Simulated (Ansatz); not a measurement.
Coupled-cluster diagnostics for the cluster Al2Cu, Ansatz.

Geometry of the doublet (PBE0-D4/def2-TZVP):

Cartesian coordinates in Å:
```
Al -1.389 -0.266 -0.217
Al 0.793 -0.812 0.872
Cu 0.596 1.078 -0.655
```

Correlated methods freeze 19 core orbitals. At PBE0-D4/def2-TZVPD a triplet of charge -1 lies 0.41 eV below the restricted singlet at the same geometry. The structure comes from a short search, and lower isomers may exist.

Geometry of the charge 0 quartet (PBE0-D4/def2-TZVP):

```xyz
3

Al    0.8292    1.0689   -0.6900
Al    0.4329   -1.0015    1.0564
Cu   -1.2621   -0.0674   -0.3664
```

(1) Estimate the CCSD(T) correlation energy, the shares of MP2 and (T), T1 and the reference's ⟨S²⟩ for: charge 0, doublet, own geometry in def2-TZVPP; charge 0, doublet, own geometry in def2-TZVPD; charge 0, quartet, own geometry in def2-TZVPP; charge 1, singlet, vertical in def2-TZVPP; charge -1, singlet, vertical in def2-TZVPD; and the rough time on 2 threads of Arm Neoverse V2 on a shared host.

Results:

(1) 
| state | basis | correlation (eV) | MP2 share (%) | (T) share (%) | T1 | ⟨S²⟩ (pure) | wall time | remarks |
| --- | --- | --- | --- | --- | --- | --- | --- | --- |
| charge 0, doublet, own geometry | def2-TZVPP | -17.083 | 98.3 | 6.5 | 0.114 | 1.73 (0.75) | 13 s | large T1, spin-contaminated |
| charge 0, doublet, own geometry | def2-TZVPD | -15.007 | 97.2 | 6.3 | 0.114 | 1.74 (0.75) | 11 s | large T1, spin-contaminated |
| charge 0, quartet, own geometry | def2-TZVPP | -16.486 | 102.6 | 5.6 | 0.034 | 3.84 (3.75) | 12 s | – |
| charge 1, singlet, vertical | def2-TZVPP | -16.740 | 103.4 | 5.8 | 0.034 | 0.00 (0.00) | 7 s | restricted SCF unstable |
| charge -1, singlet, vertical | def2-TZVPD | -16.516 | 102.6 | 6.8 | 0.037 | 0.00 (0.00) | 33 s | restricted singlet, untested, stability undecided |
Customary marks for T1 are 0.02 (closed shells), 0.045 (open shells) and about 0.05 (3d metals). T1 exceeds 0.02 in 5 of 5 rows and 0.045 in 2; the higher it lies, the less the single-reference result can be trusted.
